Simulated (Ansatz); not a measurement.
`C=CB[SeH]` + `[CH3][Zn][NH2]` → `C=C[NH][Zn][CH3]` + `B[SeH]`  (substitution at a C–B bond)

Computed with Ansatz on PBE0-D4/def2-TZVP structures; ΔE is electronic, products minus reactants. CBS: MP2 limit from def2 TZ/QZ plus the TZ coupled-cluster correction, frozen cores. Functionals use def2-TZVPP. B3LYP here is the variant with VWN-RPA as its local correlation; programs differ in this. For Se, Zn outer-core shells are correlated without core-valence functions, which leaves a few kJ/mol of doubt a bond. Scalar relativity is left out up to krypton. One conformer a species, not always the lowest.

```tsv
level	ΔE (eV)
PBE-D4	0.49
B97M-V	0.55
B3LYP-D4	0.50
HF/def2-TZVPP	0.48
```

(1) What does CCSD(T)/CBS give? (Estimate.)

Largest T1 diagnostic among the species: 0.014.

## Answers

(1) Ansatz gave: +0.58 eV. The listed levels differ from it by -0.09, -0.03, -0.08, -0.10 eV.

Leaving LDA and LC-ωPBE aside and taking each functional with its dispersion term where it has one, the values, not all of them listed here, spread over 0.07 eV, from revPBE-D4 to B97M-V. LDA lies −0.06 eV from PBE without D4. In def2-TZVPP, CCSD(T) changes the Hartree–Fock value by +0.07 eV (the triples alone add +0.00 eV) and MP2 by +0.10 eV. At CCSD(T), def2-SVP lies −0.27 eV from the extrapolated value and def2-TZVPP −0.03 eV.
